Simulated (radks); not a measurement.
Species: In4+. Configuration: [Kr] 4d9.

All-electron calculation, Dirac Kohn-Sham, PW91, spin-unpolarised, spherical densities, finite nucleus; open shells are shared between the two j in proportion to 2j + 1; Fermi nuclear charge, rms radius 4.6156 fm. Program: a radial shooting solver on a logarithmic mesh with Libxc functionals.

Energy parts (hartree):
part                        energy
total                  -5879.92565
kinetic                 6178.25914
electron-nucleus      -14187.70379
Hartree                 2288.88169
exchange-correlation    -159.36269

Orbitals (lengths in bohr, moments of r in powers of bohr; r(90%) holds 90 % of the orbital's charge):
[
 {"orbital": "1s1/2", "occ.": "2", "eigenvalue (hartree)": "-1021.202", "<r^4>": "3.718e-06", "<1/r>": "51.86", "r(90%)": "0.0534"},
 {"orbital": "2s1/2", "occ.": "2", "eigenvalue (hartree)": "-154.4125", "<r^4>": "0.0006500", "<1/r>": "12.00", "r(90%)": "0.198"},
 {"orbital": "2p1/2", "occ.": "2", "eigenvalue (hartree)": "-144.1385", "<r^4>": "0.0004203", "<1/r>": "11.98", "r(90%)": "0.178"},
 {"orbital": "2p3/2", "occ.": "4", "eigenvalue (hartree)": "-136.3855", "<r^4>": "0.0004908", "<1/r>": "11.19", "r(90%)": "0.185"},
 {"orbital": "3s1/2", "occ.": "2", "eigenvalue (hartree)": "-30.76568", "<r^4>": "0.02951", "<1/r>": "4.228", "r(90%)": "0.513"},
 {"orbital": "3p1/2", "occ.": "2", "eigenvalue (hartree)": "-26.61763", "<r^4>": "0.02881", "<1/r>": "4.136", "r(90%)": "0.511"},
 {"orbital": "3p3/2", "occ.": "4", "eigenvalue (hartree)": "-25.21682", "<r^4>": "0.03256", "<1/r>": "3.943", "r(90%)": "0.527"},
 {"orbital": "3d3/2", "occ.": "4", "eigenvalue (hartree)": "-17.87540", "<r^4>": "0.02832", "<1/r>": "3.786", "r(90%)": "0.509"},
 {"orbital": "3d5/2", "occ.": "6", "eigenvalue (hartree)": "-17.58833", "<r^4>": "0.02943", "<1/r>": "3.736", "r(90%)": "0.514"},
 {"orbital": "4s1/2", "occ.": "2", "eigenvalue (hartree)": "-6.16772", "<r^4>": "0.9622", "<1/r>": "1.652", "r(90%)": "1.22"},
 {"orbital": "4p1/2", "occ.": "2", "eigenvalue (hartree)": "-4.80414", "<r^4>": "1.274", "<1/r>": "1.537", "r(90%)": "1.31"},
 {"orbital": "4p3/2", "occ.": "4", "eigenvalue (hartree)": "-4.55457", "<r^4>": "1.445", "<1/r>": "1.476", "r(90%)": "1.35"},
 {"orbital": "4d3/2", "occ.": "3.6", "eigenvalue (hartree)": "-2.41649", "<r^4>": "3.526", "<1/r>": "1.204", "r(90%)": "1.69"},
 {"orbital": "4d5/2", "occ.": "5.4", "eigenvalue (hartree)": "-2.38153", "<r^4>": "3.681", "<1/r>": "1.189", "r(90%)": "1.71"},
 {"orbital": "5s1/2", "occ.": "0", "eigenvalue (hartree)": "-1.67014", "<r^4>": "33.69", "<1/r>": "0.6248", "r(90%)": "2.98"},
 {"orbital": "5p1/2", "occ.": "0", "eigenvalue (hartree)": "-1.34166", "<r^4>": "53.66", "<1/r>": "0.5515", "r(90%)": "3.34"},
 {"orbital": "5p3/2", "occ.": "0", "eigenvalue (hartree)": "-1.30640", "<r^4>": "58.74", "<1/r>": "0.5367", "r(90%)": "3.41"}
]

The highest occupied level is 4d5/2 at -64.805 eV. For comparison, the ionisation energy in NIST's Atomic Spectra Database is 69 eV (semi-empirical). In exact Kohn-Sham theory the highest level is minus the ionisation energy, but local and semilocal functionals leave it too shallow, through self-interaction and a potential that decays too fast; potentials with the right tail come closer. The electron density at the nucleus is 1.747e+05 e/bohr^3.

Beside tabulated values, note that spin-unpolarised runs miss the spin-polarisation part of the exchange energy of open shells.
